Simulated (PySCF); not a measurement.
Vertical excitations of a molecule C2H12Si4 from TDA-PBE/def2-SVPD (PySCF 2.14.0), as energy in eV (oscillator strength): 5.73 (0.009), 5.75 (0.017), 5.83 (0.055), 5.98 (0.000), 6.04 (0.013), 6.14 (0.010). Lowest triplet (TDA): 5.30 eV. Geometry: PBE-D3(BJ)/def2-SVP. The values are those of a single conformer.

### Question
Which molecule gave these data?
(A) [SiH3][SiH]1C[SiH2][SiH2]C1
(B) C=C([SiH2][SiH3])[SiH2][SiH3]
(C) C=C[SiH2][SiH2][SiH2][SiH3]
(D) [SiH3]/C=C/[SiH]([SiH3])[SiH3]

### Answer
A, [SiH3][SiH]1C[SiH2][SiH2]C1
